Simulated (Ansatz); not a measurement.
Cartesian coordinates in Å:
```
F 2.328 1.208 1.568
C 1.132 0.703 1.318
C 0.357 -0.198 1.871
Ge -0.472 0.603 0.296
Si -0.528 -0.590 -1.755
H 0.334 -0.882 2.708
H -1.545 1.683 0.534
H -0.390 0.348 -2.899
H 0.600 -1.556 -1.755
H -1.816 -1.320 -1.887
```

Total charge 0; spin multiplicity 1.

(1) List the PBE/def2-TZVPP orbital energies in eV (Ansatz). (Estimate.)

## Answers

(1) The calculation gave: Occupied: -10804.64, -1779.88, -1337.98, -1191.42, -1191.39, -1191.38, -660.82, -271.31, -269.31, -162.58, -137.66, -114.05, -114.01, -113.97, -94.40, -94.37, -94.37, -31.05, -29.91, -29.84, -29.82, -29.79, -29.78, -19.79, -14.64, -14.09, -13.15, -11.85, -11.41, -10.93, -8.91, -8.81, -8.26, -7.53, -6.45, -6.36. Lowest empty: -1.52, -0.88, -0.83, -0.52, 0.35, 0.69, 1.42, 1.43.
